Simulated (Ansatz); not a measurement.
Reactions of `S[SiH](Cl)Cl`.

Isolated molecules relaxed with PBE0-D4/def2-TZVP in Ansatz; ΔE leaves out vibrations. CCSD(T)/CBS adds triple-zeta CCSD(T) − MP2 to the extrapolated MP2 energy (def2 sets, frozen cores). This one scheme is used for every species. One conformer a species, not always the lowest.

Task: Order these by ΔE at CCSD(T)/CBS, lowest first. (An estimate is asked.)
A. `S[SiH](Cl)Cl` + H₂ → `S[SiH2]Cl` + HCl
B. `S[SiH](Cl)Cl` + CH₃OH → `CO[SiH](S)Cl` + HCl
C. `S[SiH](Cl)Cl` + H₂O → `O[SiH](Cl)Cl` + H₂S
D. `S[SiH](Cl)Cl` + HCl → `Cl[SiH](Cl)Cl` + H₂S
E. `S[SiH](Cl)Cl` + `O[SiH2][SiH3]` → `O[SiH2][SiH](Cl)Cl` + `[SiH3]S`
F. `S[SiH](Cl)Cl` + CH₄ → `C[SiH](S)Cl` + HCl
G. `S[SiH](Cl)Cl` + H–F → `F[SiH](Cl)Cl` + H₂S

Result: G (-0.85 eV), C (-0.50 eV), D (-0.37 eV), B (-0.11 eV), E (+0.04 eV), A (+0.80 eV), F (+0.95 eV).

Largest T1 diagnostic: 0.012, for `O[SiH2][SiH3]`.
